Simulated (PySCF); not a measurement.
**Ba¹⁹⁺: ionisation energy**

Ba¹⁹⁺ [Kr] 4d1 [4d3/2^1, M_J = 3/2] → Ba²⁰⁺ [Kr], as a difference of total energies. Calculation: PySCF 2.14, in an uncontracted even-tempered set (18 s from 1.2 bohr⁻², ratio 2.8; 14 p from 1.5 bohr⁻², ratio 2.8; 9 d from 1.5 bohr⁻², ratio 2.8; 4 f from 5.3 bohr⁻², ratio 3); the two-component X2C-1e Hamiltonian. Correlated levels: [Ar] 3d10 frozen; the 94 highest virtual spinors dropped. "Screened" scales the spin-orbit matrix elements by Boettger's factors to mimic the two-electron term; Breit and QED terms are absent.

```json
{"method": "GHF (screened spin-orbit)", "ionisation energy (eV)": "519.76"}
{"method": "GMP2 (screened spin-orbit)", "ionisation energy (eV)": "520.20"}
```

Q: How much does correlation contribute at GMP2 (screened spin-orbit)?

A: 520.20 − (519.76) = 0.44 eV, measured against GHF (screened spin-orbit).

Breit and QED terms and the two-electron picture change are absent.

For comparison: 520 ± 4 eV (theoretical estimate listed by NIST; NIST Atomic Spectra Database, ionization energies).
